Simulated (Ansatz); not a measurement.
`ClC(Cl)Br` + H₂ → `ClCCl` + HBr at 298.15 K and 1 bar (hydrogenolysis of a C–Br bond).

Isolated molecules relaxed with PBE0-D4/def2-TZVP in Ansatz; ΔE leaves out vibrations. CCSD(T)/CBS is the MP2 limit (def2-TZVPP, def2-QZVPP) plus CCSD(T) − MP2 in def2-TZVPP, frozen cores. This one scheme is used for every species. For Br outer-core shells are correlated without core-valence functions, which leaves a few kJ/mol of doubt a bond. Scalar relativity is left out up to krypton.

| species | CCSD(T)/CBS energy (Eh) | H − E (kJ/mol) | S (J/(mol·K)) |
| --- | --- | --- | --- |
| `ClC(Cl)Br` | -3531.51017 | 65.7 | 316.3 |
| H₂ | -1.17544 | 35.1 | 130.4 |
| `ClCCl` | -958.80256 | 89.3 | 270.0 |
| HBr | -2573.91920 | 24.6 | 198.6 |

H − E and S are ideal-gas, rigid-rotor, harmonic terms from PBE0-D4/def2-TZVP. The MP2-based limit puts H₂ 0.8 mEh under its directly extrapolated value; such offsets cancel only in part. 1 Eh = 2625.50 kJ/mol, R = 8.31446 J/(mol·K).

By hand: ΔE, ΔH, ΔS and ΔG.

ΔE = (-958.80256) + (-2573.91920) − (-3531.51017) − (-1.17544) = -0.03615 Eh = -94.9 kJ/mol. Δ(H − E) = 89.3 + 24.6 − 65.7 − 35.1 = 13.1, so ΔH = -81.8 kJ/mol. ΔS = 270.0 + 198.6 − 316.3 − 130.4 = 21.9 J/(mol·K). ΔG = -81.8 − 298.15 × (21.9)/1000 = -88.3 kJ/mol.

By hand: the equilibrium constant, and the temperature at which ΔG would vanish if ΔH and ΔS stayed fixed.

log₁₀ K = −ΔG/(RT ln 10) = 15.5. ΔH and −TΔS have one sign here, so there is no such temperature.

ΔH outweighs TΔS. A doubt of 5 kJ/mol in ΔE shifts log₁₀ K by 0.9 here. These are equilibria of isolated gas molecules and say nothing of rates. Largest T1 diagnostic: 0.009 (customary marks: 0.02 for closed shells, 0.045 for open ones).
